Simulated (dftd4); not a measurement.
CH3Cl2Si, doublet, at a GFN2-xTB geometry; D4 for wb97x in dftd4.

Here is a job for dftd4.
```
$ dftd4 mol.xyz --func wb97x --charge 0 --json dftd4.json --noedisp --property

# file mol.xyz
7

C     -2.01893835    -0.48835810    -0.00921030
Si    -0.23081554    -0.09736185    -0.53333853
Cl     1.04857991    -1.42708373     0.33708838
Cl     0.27405550     1.77962342     0.08689332
H     -2.11035886    -0.42589345     1.07439724
H     -2.30897346    -1.48877870    -0.31358728
H     -2.72042203     0.21471190    -0.44649774
```

**Question.** Write the output that dftd4 gives for this input, abridged.

**Answer.** 
```
                    ____  _____ _____     ____  _  _
      -------------|  _ \|  ___|_   _|---|  _ \| || |------------
     |             | | | | |_    | | ___ | | | | || |_           |
     |             | |_| |  _|   | ||___|| |_| |__   _|          |
     |             |____/|_|     |_|     |____/   |_|            |
     |             ===================================           |
     |            E. Caldeweyher, S. Ehlert & S. Grimme          |
     |          Mulliken Center for Theoretical Chemistry        |
     |                    University of Bonn                     |
      -----------------------------------------------------------

Rational (Becke-Johnson) damping: wb97x-D4-ATM
---------------------
  s6         1.0000
  s8         0.5093
  s9         1.0000
  a1         0.0662
  a2         5.4487
 alp        16.0000
--------------------

Atomic data, radii in Ångström:
------------------------------------------------------
   Z          R(cov)      r4/r2   hardness         EN
------------------------------------------------------
   6 C        1.0000     1.6431     0.4220     2.5500
  14 Si       1.3867     2.5839     0.3054     1.9000
  17 Cl       1.3200     1.9735     0.4312     3.1600
   1 H        0.4267     1.0622     0.4726     2.2000
------------------------------------------------------

Atomic reference systems (in atomic units):
----------------------------------------------------------------------------
   Z        #      CN     q+Z       C6(AA)   #      CN     q+Z       C6(AA)
----------------------------------------------------------------------------
   6 C      1  0.0000  6.0000      49.3833   2  0.9189  5.8288      52.1688
            3  1.9079  5.8579      35.6972   4  2.8312  5.7775      35.8445
            5  3.7487  5.7435      28.6317   6  2.9183  5.8956      32.2504
            7  0.8556  6.2103      25.6194
  14 Si     1  0.0000 14.0000     321.4498   2  0.8915 14.0165     270.4983
            3  1.8234 13.9936     236.2774   4  2.8003 13.9692     228.3542
            5  3.6668 13.9341     158.2713
  17 Cl     1  0.0000 17.0000      92.6806   2  0.8444 16.8495     101.8771
   1 H      1  0.0000  1.0000       7.6362   2  0.8942  1.0000       3.0374
----------------------------------------------------------------------------

Atomic properties (in atomic units):
----------------------------------------------------------------------------
     #    Z              CN          q      C6(AA)        C8(AA)   alpha(0)
----------------------------------------------------------------------------
     1    6 C        3.6489    -0.2545     29.0310      839.6281     7.8251
     2   14 Si       2.4807     0.2097    215.5798    15419.7026    31.3728
     3   17 Cl       0.8068    -0.1448    101.6028     4239.2309    15.4075
     4   17 Cl       0.8068    -0.1448    101.6028     4239.2309    15.4075
     5    1 H        0.9246     0.1148      1.6558       20.0162     2.0123
     6    1 H        0.9251     0.1098      1.6979       20.5252     2.0377
     7    1 H        0.9251     0.1098      1.6979       20.5252     2.0377
----------------------------------------------------------------------------

Molecular properties (in atomic units):
----------------------------------------
 molecular C6                1908.0421
 molecular C8               86234.1869
----------------------------------------

Dispersion energy:      -2.0450823863039E-02 Eh

[Info] JSON dump of results written to 'dftd4.json'
```
